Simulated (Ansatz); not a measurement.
Reaction (ligand exchange at a B–O bond): `[SiH3]BO[SiH3]` + `C[SeH]` → `C[Se]B[SiH3]` + `O[SiH3]`

Program: Ansatz. Geometries: PBE0-D4/def2-TZVP. ΔE: electronic, gas phase. CBS: MP2 limit from def2 TZ/QZ plus the TZ coupled-cluster correction, frozen cores. Functionals use def2-TZVPP. For Se outer-core shells are correlated without core-valence functions, which leaves a few kJ/mol of doubt a bond. Scalar relativity is left out up to krypton. One conformer a species, not always the lowest.

```json
{"level": "revPBE-D4", "ΔE (kJ/mol)": "14.3"}
{"level": "r2SCAN0-D4", "ΔE (kJ/mol)": "21.9"}
{"level": "BLYP", "ΔE (kJ/mol)": "32.6"}
{"level": "r2SCANh", "ΔE (kJ/mol)": "20.5"}
{"level": "r2SCAN0", "ΔE (kJ/mol)": "22.3"}
{"level": "LC-ωPBE", "ΔE (kJ/mol)": "29.0"}
{"level": "MP2/def2-QZVPP", "ΔE (kJ/mol)": "15.4"}
{"level": "SCS-MP2/def2-QZVPP", "ΔE (kJ/mol)": "24.6"}
```

Q: What does CCSD(T)/CBS give? (Best estimate.)

A: Computed: +19.8 kJ/mol. The listed levels differ from it by -5.5, 2.1, 12.8, 0.7, 2.5, 9.2, -4.4, 4.8 kJ/mol.

Largest T1 diagnostic among the species: 0.014.

At CCSD(T), def2-SVP lies +23.4 kJ/mol from the extrapolated value and def2-TZVPP +3.1 kJ/mol. Leaving LDA and LC-ωPBE aside and taking each functional with its dispersion term where it has one, the values, not all of them listed here, spread over 23.8 kJ/mol, from revPBE-D4 to CAM-B3LYP-D4.
